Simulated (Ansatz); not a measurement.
BF₃⁻. Charge -1, multiplicity 2. Geometry PBE-D4/def2-TZVP, that of the neutral singlet; atoms count from 1.

```csv
atom,x (Å),y (Å),z (Å)
B1,0.000,0.000,0.000
F2,0.200,0.272,1.282
F3,-1.217,-0.299,-0.432
F4,1.017,0.027,-0.850
```

The highest occupied level of the charge -1 doublet lies above zero (up to 1.73 eV). By energy differences it is unbound by 0.67 eV (vertical, against the charge 0 singlet, at PBE0-D4/def2-TZVPD) and held by the finite basis.

Question: Estimate the Mulliken populations from the PBE0/def2-TZVPD orbitals of Ansatz.

Answer: 
```json
{"atom": "B1", "charge (e)": "0.23", "spin (α − β)": "0.45"}
{"atom": "F2", "charge (e)": "-0.41", "spin (α − β)": "0.18"}
{"atom": "F3", "charge (e)": "-0.41", "spin (α − β)": "0.18"}
{"atom": "F4", "charge (e)": "-0.41", "spin (α − β)": "0.18"}
```
Mulliken values depend strongly on the basis. With diffuse functions, as here, like atoms can get unlike values, and bond orders can come out too low or too high.

Question: Where does the spin sit?

Answer: Summed by element: B 0.45, F 0.55, of 1 unpaired in all. Largest on single atoms: B1 0.45, F4 0.18, F3 0.18.

Question: And the Mayer bond orders between heavy atoms (over 0.3)?

Answer: B1–F2 1.33 (1.33 Å); B1–F3 1.33 (1.33 Å); B1–F4 1.33 (1.33 Å).
